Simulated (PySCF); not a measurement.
# Reading the logs of faulty runs: AlBClH4Si

Calculated results; nothing here was measured. The program is PySCF 2.14.0, an open-source quantum chemistry code, run on an isolated molecule that a program drew, which may never have been made. The molecule is AlBClH4Si (charge 0, doublet), drawn as the SMILES string `[SiH3][B][AlH][Cl]`.

Each row is a Hartree-Fock (HF) and frozen-core CCSD(T) single point in the cc-pV(D+d)Z basis, meant for a local HF minimum. Run 1 is clean. Each other run has one planted mistake out of seven kinds, and not every kind appears here: one electron removed, one electron added, multiplicity raised by two, geometry at a saddle point, minimal basis STO-3G, one bond length entered in bohr, all coordinates scaled. The reference is restricted for singlets and unrestricted otherwise, and also for a bond in bohr. Adding or removing an electron swaps singlet and doublet. Electrons count all cores. HOMO and LUMO are orbital energies over both spins, the gradient is its largest component, and the lowest frequency (negative if imaginary) is given only where the gradient is small. Bond lengths are over the 7 bonds as drawn. T1 is the CCSD diagnostic: over 0.02 (restricted) or 0.045 (unrestricted) a single reference is doubtful.

Geometry of the clean run:
```xyz
8
AlBClH4Si, angstrom
Si   -0.5877    0.1079    0.1600
B    -2.2640    0.6642   -0.8117
Al   -3.9714    1.1856   -1.8584
Cl   -4.2631    0.2820   -3.7588
H     0.1053   -0.8474   -0.7410
H    -0.8790   -0.5664    1.4481
H     0.3108    1.2554    0.4330
H    -5.0594    2.1966   -1.3499
```

```
run,electrons,basis functions,<S^2>,HOMO (eV),LUMO (eV),gradient (hartree/bohr),lowest frequency (cm^-1),mean bond (Å),longest bond (Å),T1,HF (hartree),CCSD(T) (hartree),mistake
1,53,103,0.759,-8.69,0.34,4.3e-05,40,1.7471,2.124,0.0141,-1017.36956,-1017.79455,no fault
2,52,103,0.000,-16.25,-6.45,5.0e-02,-,1.7471,2.124,0.0188,-1017.09342,-1017.50999,one electron removed
3,53,103,1.438,-7.88,0.82,1.8e-02,-,2.0102,3.911,0.0738,-1017.26481,-1017.67664,?
4,53,36,0.768,-6.35,6.15,2.8e-02,-,1.7471,2.124,0.0119,-1005.88587,-1006.01854,?
```

**Which mistake was planted in run 3, and what did it cost?**

The mean bond changes by a factor of 1.151 and the longest by 1.841, so the molecule wasn't scaled as a whole. A length L in bohr read as angstrom grows by (1/0.5292 - 1) L = 0.890 L. The 7 bonds together grew by 7 x 0.2631 = 1.842 Å, which gives L = 2.070 Å. That is bond B2-Al3, 2.070 Å in the clean geometry. So the mistake is: one bond length entered in bohr. Subtracting run 1 and multiplying by 627.51 kcal/mol a hartree, the energy moved by 65.7 kcal/mol in HF and 74.0 kcal/mol in CCSD(T).

**Which mistake was planted in run 4, and what did it cost?**

It has 36 basis functions where the clean run has 103, with the same electrons and geometry. So the mistake is: minimal basis STO-3G. Subtracting run 1 and multiplying by 627.51 kcal/mol a hartree, the energy moved by 7206.1 kcal/mol in HF and 7389.6 kcal/mol in CCSD(T).

Cautions from the logs. Run 3: T1 is over the limit, so its CCSD(T) energy is less reliable.
